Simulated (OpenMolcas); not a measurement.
# Cr4+: effect of the metal basis

Cr4+ with its 6 nearest fluoride ions at 1.84 Å, on the Ge site of Cs2GeF6 (a = 9.021 Å, distance in the model lattice 1.804 Å). The rest of the host is ab initio model potentials to 7.6 Å and point charges beyond; the distance is set by hand and nothing relaxes.

| Quantity | Value |
| --- | --- |
| Program | OpenMolcas 26.06 |
| Method | SS-CASPT2, IPEA 0.25 Eh, imaginary shift 0.1 Eh (closed shells correlated: 3s 3p and the ligand valence shells) |
| Spin-orbit coupling | state interaction with AMFI integrals over the reference wave functions |

Fixed: ligand basis ANO-RCC-VDZP, active space 2 electrons in 5 orbitals (3d), DKH2 Hamiltonian.

States (labels of O, the rotations of Oh). Energies in cm-1 above the lowest state or level, χT in cm3 K/mol; under a threefold ground state the first gap can be a small split of the lowest multiplet, not the spin-orbit step; 10Dq and B are least-squares fits to the states below 45000 cm-1, weighted by degeneracy, with a free offset, and given where the rms deviation is under 5 % of |10Dq| (or 100 cm-1) and under 700 cm-1.

```json
{"Run": "A", "Metal basis": "ANO-RCC-VDZP", "Ground state": "3T1", "First state of that spin": "3T2 23910", "10Dq": "24838", "B (rms of fit)": "795 (349)", "First gap with spin-orbit (degeneracies)": "6 (2, 3)", "χT at 300 K": "0.722", "First state of another spin": "1T2 10580", "Cost": "roughly 26 core-seconds"}
{"Run": "B", "Metal basis": "ANO-RCC-VTZP", "Ground state": "3T1", "First state of that spin": "3T2 23290", "10Dq": "24507", "B (rms of fit)": "797 (274)", "First gap with spin-orbit (degeneracies)": "6 (2, 3)", "χT at 300 K": "0.729", "First state of another spin": "1T2 10310", "Cost": "roughly 90 core-seconds"}
```

Against A, |10Dq| changes by -1.3 % in B.

Costs are those of the CASPT2 steps.

Roots that are degenerate in the reference are averaged as groups; the widest CASPT2 spread within a group is 1400 cm-1 (the 3-fold group of multiplicity 1 near 37700 cm-1 above the lowest state of its run, A). Shifts and gaps below about the spread of the groups concerned are not significant. Over all roots computed the reference weight is 0.69 to 0.71 in A, 0.69 to 0.71 in B; a low but even weight reflects the number of correlated electrons. An orbital triplet at a regular site is open to Jahn-Teller coupling, which can distort the site and quench the lowest spin-orbit gaps and is left out. Ligand-to-metal charge-transfer states are missing. With no ligand orbital active B as a rule stays too high, so bands that hang on it stand too high and its fall with covalency is understated. With one d shell and no ligand orbital active, 10Dq can be off by a tenth or more. The least metal-like active orbital is 80 % on the metal (Löwdin) and no ligand orbital is active, so the numbers are rough (holds for A). The least metal-like active orbital is 81 % on the metal (Löwdin) and no ligand orbital is active, so the numbers are rough (holds for B). No measured value stands beside these numbers; the geometry was set by hand and not optimised.
